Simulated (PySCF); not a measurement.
**`CCC1=C(C)C[C@H](C)C1`, C9H16**

Geometry:
```json
{"atom": "C1", "x (Å)": "-2.876", "y (Å)": "-0.590", "z (Å)": "-0.344"}
{"atom": "C2", "x (Å)": "-2.044", "y (Å)": "0.042", "z (Å)": "0.775"}
{"atom": "C3", "x (Å)": "-0.592", "y (Å)": "0.091", "z (Å)": "0.419"}
{"atom": "C4", "x (Å)": "0.129", "y (Å)": "1.130", "z (Å)": "0.011"}
{"atom": "C5", "x (Å)": "-0.293", "y (Å)": "2.545", "z (Å)": "-0.202"}
{"atom": "C6", "x (Å)": "1.554", "y (Å)": "0.731", "z (Å)": "-0.278"}
{"atom": "C7", "x (Å)": "1.686", "y (Å)": "-0.665", "z (Å)": "0.355"}
{"atom": "C8", "x (Å)": "2.598", "y (Å)": "-1.600", "z (Å)": "-0.425"}
{"atom": "C9", "x (Å)": "0.236", "y (Å)": "-1.169", "z (Å)": "0.453"}
{"atom": "H10", "x (Å)": "-2.744", "y (Å)": "-0.035", "z (Å)": "-1.269"}
{"atom": "H11", "x (Å)": "-3.932", "y (Å)": "-0.584", "z (Å)": "-0.081"}
{"atom": "H12", "x (Å)": "-2.570", "y (Å)": "-1.620", "z (Å)": "-0.512"}
{"atom": "H13", "x (Å)": "-2.416", "y (Å)": "1.048", "z (Å)": "0.976"}
{"atom": "H14", "x (Å)": "-2.169", "y (Å)": "-0.548", "z (Å)": "1.687"}
{"atom": "H15", "x (Å)": "-1.361", "y (Å)": "2.670", "z (Å)": "-0.048"}
{"atom": "H16", "x (Å)": "-0.050", "y (Å)": "2.859", "z (Å)": "-1.217"}
{"atom": "H17", "x (Å)": "0.238", "y (Å)": "3.204", "z (Å)": "0.485"}
{"atom": "H18", "x (Å)": "2.274", "y (Å)": "1.443", "z (Å)": "0.129"}
{"atom": "H19", "x (Å)": "1.713", "y (Å)": "0.682", "z (Å)": "-1.360"}
{"atom": "H20", "x (Å)": "2.083", "y (Å)": "-0.550", "z (Å)": "1.369"}
{"atom": "H21", "x (Å)": "2.227", "y (Å)": "-1.734", "z (Å)": "-1.440"}
{"atom": "H22", "x (Å)": "2.645", "y (Å)": "-2.575", "z (Å)": "0.055"}
{"atom": "H23", "x (Å)": "3.607", "y (Å)": "-1.196", "z (Å)": "-0.477"}
{"atom": "H24", "x (Å)": "0.058", "y (Å)": "-1.755", "z (Å)": "1.356"}
{"atom": "H25", "x (Å)": "-0.009", "y (Å)": "-1.800", "z (Å)": "-0.407"}
```

Computed with GIAO PBE0/pcSseg-1 magnetisability, rotational g tensor and spin-rotation constants, non-relativistic, gas phase (PySCF 2.14.0). Geometry: GFN2-xTB.

**Question.** How diamagnetic is it, and how anisotropic?

**Answer.** Isotropic -1615 × 10⁻³⁰ J/T², or -97.3 × 10⁻⁶ cm³/mol; principal values -1720, -1588, -1537 × 10⁻³⁰ J/T², anisotropy 163 × 10⁻³⁰ J/T² (root of half the summed squared differences of the principal values). The susceptibility is in cgs units.

**Question.** Split it along the inertial axes a, b, c into diamagnetic and paramagnetic parts about the centre of mass, with the quadrupole moment.

**Answer.** 
| axis | χ (10⁻⁶ cm³/mol) | diamagnetic (10⁻⁶ cm³/mol) | paramagnetic (10⁻⁶ cm³/mol) | summed x² of all electrons (Å²) | quadrupole Θ (D Å) |
| --- | --- | --- | --- | --- | --- |
| a | -95.2 | -711.4 | 616.3 | 250.5 | +0.22 |
| b | -94.3 | -1212.6 | 1118.3 | 132.4 | +1.32 |
| c | -102.3 | -1624.4 | 1522.1 | 35.3 | -1.54 |

Anisotropies 2χaa − χbb − χcc = +6.3 and 2χbb − χaa − χcc = +8.8 × 10⁻⁶ cm³/mol. Θ is traceless in Buckingham's convention.

**Question.** And the rotational g tensor?

**Answer.** 
```
axis  rotational constant (GHz)        g  nuclear part  electronic part
   a                     2.2522  -0.0085        0.6436          -0.6521
   b                     1.1871  -0.0053        0.6184          -0.6237
   c                     0.8588  +0.0001        0.6142          -0.6141
```
Asymmetric top; isotopes 12C, 1H; no vibrational averaging.
